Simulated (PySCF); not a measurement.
H3P2, SMILES [PH]P, multiplicity 2. Atoms are numbered in the order given.

```xyz
5

P      0.9617    -0.4288     0.4135
P     -0.8850     0.3116    -0.4557
H      1.6734     0.7345     0.0013
H     -1.0528     1.4974     0.3072
H     -1.7709    -0.4737     0.3239
```
Charge 0, spin multiplicity 2.

Coordinates come from a PBE0-D3(BJ)/def2-TZVP optimisation. The isomer is the one that the SMILES or the coordinates give; other isomers of the formula were not compared.

Method: B3LYP/pcH-1 in PySCF.

Unrestricted Kohn–Sham, ⟨S²⟩ = 0.754. Hyperfine tensors hold the contact and dipolar terms, without spin-orbit corrections.

Computed hyperfine couplings:
```csv
nucleus,A(iso) (MHz),A(iso) (G),dipolar principal values (MHz)
31P no. 1,111.2,39.7,"-310.2, -292.5, 602.7"
31P no. 2,257.6,91.9,"-37.1, -25.5, 62.6"
1H no. 3,-33.1,-11.8,"-15.8, 1.9, 13.9"
1H no. 4,98.5,35.1,"-2.6, -1.0, 3.7"
1H no. 5,18.6,6.6,"-2.1, -1.4, 3.5"
```

And the g tensor (effective nuclear charges for spin-orbit coupling, GIAO)? (An estimate is asked for; the answer gives what the named calculation found.)

principal values 2.0019, 2.0091, 2.0225; isotropic 2.0112.
